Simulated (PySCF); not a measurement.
AlH3, SMILES [AlH3]. Geometry optimised at ωB97X-D3(BJ)/def2-TZVPD. The isomer is the one that the SMILES or the coordinates give; other isomers of the formula were not compared.

PySCF with TDA-PBE/def2-TZVPD puts the lowest singlet excitations at 4.89, 4.89, 7.40, 7.40, 7.76, 7.76 eV and the lowest triplet (TDA) at 4.42 eV.

Question: What are the lowest singlet roots from EOM-CCSD/aug-cc-pVDZ in PySCF? (The exact figures need the calculation; the answer reports its results.)

Answer: 5.53, 5.53, 8.40, 8.44, 8.44, 8.81 eV; triplets 5.15, 5.15, 7.56 eV. S1 differs by 0.64 eV (second minus first; roots are paired by order, and the bases may differ).
